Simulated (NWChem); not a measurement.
System: BHBrCl; SMILES ClBBr

Output (shortened):

```
             Northwest Computational Chemistry Package (NWChem) 7.3.0
             --------------------------------------------------------

 CS  symmetry detected

                             Geometry "geometry" -> ""
                             -------------------------

 Output coordinates in angstroms (scale by  1.889725989 to convert to a.u.)

  No.       Tag          Charge          X              Y              Z
 ---- ---------------- ---------- -------------- -------------- --------------
    1 B                    5.0000    -0.75917735    -0.59759048     0.00000000
    2 H                    1.0000    -1.95733417    -0.65789162     0.00000000
    3 Cl                  17.0000     0.17978167    -2.05839933     0.00000000
    4 Br                  35.0000     0.07705522     1.10396093     0.00000000

 Effective nuclear repulsion energy (a.u.)     186.8673207486

      Symmetry information
      --------------------

 Group name             Cs
 Group number              2
 Group order               2
 No. of unique centers     4

                                Z-matrix (autoz)
                                --------

 Units are Angstrom for bonds and degrees for angles

      Type          Name      I     J     K     L     M      Value
      ----------- --------  ----- ----- ----- ----- ----- ----------
    1 Stretch                  1     2                       1.19967
    2 Stretch                  1     3                       1.73655
    3 Stretch                  1     4                       1.89593
    4 Bend                     2     1     3               119.85039
    5 Bend                     2     1     4               119.05311
    6 Bend                     3     1     4               121.09650
    7 Torsion                  2     1     3     4         180.00000
    8 Torsion                  2     1     4     3         180.00000
    9 Torsion                  3     1     2     4         180.00000
   10 Torsion                  2     4     1     3         180.00000
   11 Torsion                  3     2     1     4         180.00000
   12 Torsion                  2     3     1     4         180.00000

                           NWChem Geometry Optimization
                           ----------------------------

 maximum gradient threshold         (gmax) =   0.000450
 rms gradient threshold             (grms) =   0.000300
 maximum cartesian step threshold   (xmax) =   0.001800
 rms cartesian step threshold       (xrms) =   0.001200
 fixed trust radius                (trust) =   0.300000
 source of zmatrix                         =   autoz

          -------------------
          Energy Minimization
          -------------------

 Using diagonal initial Hessian
 Scaling for Hessian diagonals: bonds = 1.00  angles = 0.25  torsions = 0.10

          --------
          Step   0

                                 NWChem DFT Module
                                 -----------------

 Summary of "ao basis" -> "ao basis" (spherical)
 ------------------------------------------------------------------------------
       Tag                 Description            Shells   Functions and Types
 ---------------- ------------------------------  ------  ---------------------
 B                           3-21g                   5        9   3s2p
 H                           3-21g                   2        2   2s
 Cl                          3-21g                   7       13   4s3p
 Br                          3-21g                  10       22   5s4p1d

      Symmetry analysis of basis
      --------------------------

        a'         35
        a"         11

            General Information
            -------------------
          SCF calculation type: DFT
          Wavefunction type:  closed shell.
          No. of atoms     :     4
          No. of electrons :    58
           Alpha electrons :    29
            Beta electrons :    29
          Charge           :     0
          Spin multiplicity:     1
          Use of symmetry is: on ; symmetry adaption is: on
          Maximum number of iterations: 150
          AO basis - number of functions:    46
                     number of shells:    24
          Convergence on energy requested:  1.00D-06
          Convergence on density requested:  1.00D-05
          Convergence on gradient requested:  5.00D-04

              XC Information
              --------------
                         B3LYP Method XC Potential
                     Hartree-Fock (Exact) Exchange  0.200
                        Slater Exchange Functional  0.800 local
                    Becke 1988 Exchange Functional  0.720 non-local
              Lee-Yang-Parr Correlation Functional  0.810
                  VWN I RPA Correlation Functional  0.190 local

             Grid Information
             ----------------
          Grid used for XC integration:  medium
          Radial quadrature: Mura-Knowles
          Angular quadrature: Lebedev.
          Tag              B.-S. Rad. Rad. Pts. Rad. Cut. Ang. Pts.
          ---              ---------- --------- --------- ---------
          B                   0.85       49           7.0       434
          H                   0.35       45           8.0       434
          Cl                  1.00       88           9.0       590
          Br                  1.15      112           9.0       590
          Grid pruning is: on
          Number of quadrature shells:   294
          Spatial weights used:  Erf1

      Superposition of Atomic Density Guess
      -------------------------------------

 Sum of atomic energies:       -3042.21921306

      Non-variational initial energy
      ------------------------------

 Total energy =   -3043.045715
 1-e energy   =   -4608.257847
 2-e energy   =    1378.344812
 HOMO         =      -0.357275
 LUMO         =       0.027952

      Symmetry analysis of molecular orbitals - initial
      -------------------------------------------------

  Numbering of irreducible representations:

     1 a'          2 a"

  Orbital symmetries:

     1 a'          2 a'          3 a'          4 a'          5 a'
     6 a"          7 a'          8 a'          9 a'         10 a'
    11 a"         12 a'         13 a'         14 a'         15 a"
    16 a'         17 a'         18 a"         19 a'         20 a"
    21 a'         22 a'         23 a'         24 a'         25 a'
    26 a"         27 a"         28 a'         29 a'         30 a"
    31 a'         32 a'         33 a'         34 a'         35 a'
    36 a"         37 a'         38 a'         39 a'

   convergence    iter        energy       DeltaE   RMS-Dens  Diis-err
 ---------------- ----- ----------------- --------- --------- ---------
 d= 0,ls=0.0,diis     1  -3045.0818248869 -3.23D+03  3.09D-02  5.08D-01
 d= 0,ls=0.0,diis     2  -3045.0443094126  3.75D-02  2.01D-02  6.84D-01
 d= 0,ls=0.0,diis     3  -3045.1522058274 -1.08D-01  3.73D-03  2.21D-02
 d= 0,ls=0.0,diis     4  -3045.1557856149 -3.58D-03  8.35D-04  9.80D-04
 d= 0,ls=0.0,diis     5  -3045.1559284987 -1.43D-04  1.50D-04  1.34D-05
  Resetting Diis
 d= 0,ls=0.0,diis     6  -3045.1559298300 -1.33D-06  6.39D-05  5.80D-06
 d= 0,ls=0.0,diis     7  -3045.1559308140 -9.84D-07  8.67D-06  2.29D-08

         Total DFT energy =    -3045.155930813991
      One electron energy =    -4609.142472538487
           Coulomb energy =     1501.199195047333
    Exchange-Corr. energy =     -124.079974071421
 Nuclear repulsion energy =      186.867320748583

 Numeric. integr. density =       58.000002046484

                  Occupations of the irreducible representations
                  ----------------------------------------------

                     irrep           alpha         beta
                     --------     --------     --------
                     a'               22.0         22.0
                     a"                7.0          7.0

                       DFT Final Molecular Orbital Analysis
                       ------------------------------------

 Vector   27  Occ=2.000000D+00  E=-3.256368D-01  Symmetry=a'
              MO Center= -9.7D-02, -1.4D+00,  8.7D-15, r^2= 3.0D+00
   Bfn.  Coefficient  Atom+Function         Bfn.  Coefficient  Atom+Function
  ----- ------------  ---------------      ----- ------------  ---------------
    18      0.472227  3 Cl px                22      0.371815  3 Cl px
    19      0.278892  3 Cl py                23      0.234088  3 Cl py
    11      0.221942  2 H  s                 40      0.219385  4 Br py
    14     -0.216921  3 Cl px                36      0.211248  4 Br py
     3     -0.151301  1 B  px                32     -0.137646  4 Br py

[...]

      ----------------------
      Optimization converged
      ----------------------

  Step       Energy      Delta E   Gmax     Grms     Xrms     Xmax
  ---- ---------------- -------- -------- -------- -------- --------
@    4   -3045.15733761 -1.8D-07  0.00003  0.00002  0.00054  0.00105
                                     ok       ok       ok       ok

                                Z-matrix (autoz)
                                --------

 Units are Angstrom for bonds and degrees for angles

      Type          Name      I     J     K     L     M      Value     Gradient
      ----------- --------  ----- ----- ----- ----- ----- ---------- ----------
    1 Stretch                  1     2                       1.17990    0.00002
    2 Stretch                  1     3                       1.78230   -0.00003
    3 Stretch                  1     4                       1.92243    0.00003
    4 Bend                     2     1     3               119.04325    0.00003
    5 Bend                     2     1     4               119.03528   -0.00001
    6 Bend                     3     1     4               121.92148   -0.00001
    7 Torsion                  2     1     3     4         180.00000    0.00000
    8 Torsion                  2     1     4     3         180.00000    0.00000
    9 Torsion                  3     1     2     4         180.00000    0.00000
   10 Torsion                  2     4     1     3         180.00000    0.00000
   11 Torsion                  3     2     1     4         180.00000    0.00000
   12 Torsion                  2     3     1     4         180.00000    0.00000

                         Geometry "geometry" -> "geometry"
                         ---------------------------------

 Output coordinates in angstroms (scale by  1.889725989 to convert to a.u.)

  No.       Tag          Charge          X              Y              Z
 ---- ---------------- ---------- -------------- -------------- --------------
    1 B                    5.0000    -0.76760437    -0.59157472     0.00000000
    2 H                    1.0000    -1.94572453    -0.65629849     0.00000000
    3 Cl                  17.0000     0.18181871    -2.09994440     0.00000000
    4 Br                  35.0000     0.07183555     1.13789711     0.00000000

 Effective nuclear repulsion energy (a.u.)     183.1976056963

      Symmetry information
      --------------------

 Group name             Cs
 Group number              2
 Group order               2
 No. of unique centers     4

                Final and change from initial internal coordinates
                --------------------------------------------------

                                Z-matrix (autoz)
                                --------

 Units are Angstrom for bonds and degrees for angles

      Type          Name      I     J     K     L     M      Value       Change
      ----------- --------  ----- ----- ----- ----- ----- ---------- ----------
    1 Stretch                  1     2                       1.17990   -0.01978
    2 Stretch                  1     3                       1.78230    0.04575
    3 Stretch                  1     4                       1.92243    0.02650
    4 Bend                     2     1     3               119.04325   -0.80714
    5 Bend                     2     1     4               119.03528   -0.01784
    6 Bend                     3     1     4               121.92148    0.82498
    7 Torsion                  2     1     3     4         180.00000    0.00000
    8 Torsion                  2     1     4     3         180.00000    0.00000
    9 Torsion                  3     1     2     4         180.00000    0.00000
   10 Torsion                  2     4     1     3         180.00000    0.00000
   11 Torsion                  3     2     1     4         180.00000    0.00000
   12 Torsion                  2     3     1     4         180.00000    0.00000

 ==============================================================================
                                internuclear distances
 ------------------------------------------------------------------------------
       center one      |      center two      | atomic units |  angstroms
 ------------------------------------------------------------------------------
    2 H                |   1 B                |     2.22968  |     1.17990
    3 Cl               |   1 B                |     3.36805  |     1.78230
    4 Br               |   1 B                |     3.63286  |     1.92243
 ------------------------------------------------------------------------------
                         number of included internuclear distances:          3
 ==============================================================================

[...]

 Rotational Constants
 --------------------
 A=   1.423016 cm-1  (  2.047357 K)
 B=   0.064557 cm-1  (  0.092881 K)
 C=   0.061756 cm-1  (  0.088851 K)

 Temperature                      =   298.15K
 frequency scaling parameter      =   1.0000

 Zero-Point correction to Energy  =    8.973 kcal/mol  (  0.014300 au)
 Thermal correction to Energy     =   11.289 kcal/mol  (  0.017990 au)
 Thermal correction to Enthalpy   =   11.881 kcal/mol  (  0.018934 au)

 Total Entropy                    =   68.338 cal/mol-K
   - Translational                =   40.410 cal/mol-K (mol. weight = 126.9025)
   - Rotational                   =   25.145 cal/mol-K (symmetry #  =        1)
   - Vibrational                  =    2.783 cal/mol-K

 Cv (constant volume heat capacity) =   10.433 cal/mol-K
   - Translational                  =    2.979 cal/mol-K
   - Rotational                     =    2.979 cal/mol-K
   - Vibrational                    =    4.474 cal/mol-K

[normal modes left out]

 ----------------------------------------------------------------------------
 Normal Eigenvalue ||           Projected Infra Red Intensities
  Mode   [cm**-1]  || [atomic units] [(debye/angs)**2] [(KM/mol)] [arbitrary]
 ------ ---------- || -------------- ----------------- ---------- -----------
    1       -0.000 ||    0.001191           0.027         1.161       0.305
    2       -0.000 ||    0.000085           0.002         0.083       0.022
    3       -0.000 ||    0.000045           0.001         0.044       0.012
    4       -0.000 ||    0.000001           0.000         0.001       0.000
    5       -0.000 ||    0.000001           0.000         0.001       0.000
    6       -0.000 ||    0.000304           0.007         0.296       0.078
    7      238.183 ||    0.000474           0.011         0.462       0.121
    8      595.603 ||    0.033359           0.770        32.520       8.549
    9      765.374 ||    0.009718           0.224         9.474       2.491
   10      799.892 ||    0.226375           5.223       220.682      58.012
   11     1086.628 ||    0.130901           3.020       127.609      33.545
   12     2794.077 ||    0.065810           1.518        64.155      16.865
 ----------------------------------------------------------------------------
```

Level: B3LYP/3-21G. This build's default masses of Se (78.918 u) and Br (79.917 u) are each other's, which moves their modes by up to 0.6 %.

Q: Write an input that gives this output.

A: One answer among several that fit: the input that was run:
```
start job
memory heap 200 mb stack 900 mb global 1100 mb
geometry units angstroms
  B     -0.747053    -0.588948     0.000008
  H     -1.945145    -0.650492     0.002821
  Cl     0.193421    -2.048782    -0.000198
  Br     0.087414     1.113470    -0.000219
end
basis spherical
  B library 3-21g
  H library 3-21g
  Cl library 3-21g
  Br library 3-21g
end
dft
  xc b3lyp
  iterations 150
end
driver
  maxiter 120
end
task dft optimize
task dft freq
```
